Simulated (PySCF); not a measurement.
**Radial density of Si (silicon, neutral)**

UHF, [Ne] 3s2 3p1 3d1, one real determinant (an excited configuration). All numbers are calculated (PySCF 2.14, the non-relativistic Hamiltonian (point nucleus), in aug-cc-pV(Q+d)Z with one added diffuse shell each of s, p, d, f, g type (8s7p6d4f3g, 114 functions)).

```tsv
r (bohr)	4πr²ρ (e/bohr)	4πr²(ρα − ρβ)
0.00179	0.06756	0.0000
0.00301	0.1848	0.0000
0.00506	0.4936	0.0000
0.00851	1.268	0.0000
0.0143	3.051	-0.0001
0.0241	6.576	-0.0001
0.0405	11.80	0.0002
0.0682	15.72	0.0032
0.115	13.50	0.0158
0.193	9.592	0.0484
0.324	13.24	0.0770
0.546	12.19	0.0273
0.918	3.531	0.0347
1.54	1.597	0.3605
2.60	1.063	0.4088
4.37	0.1804	0.1339
7.34	0.1218	0.1217
12.4	0.05510	0.0551
20.8	0.0002393	0.0002
```

⟨L²⟩ = 8.05 against 12 for a pure F term, so this real determinant mixes terms. The outer electron is Rydberg-like, and this basis confines it to a smaller radius and binds it less than a complete one would.
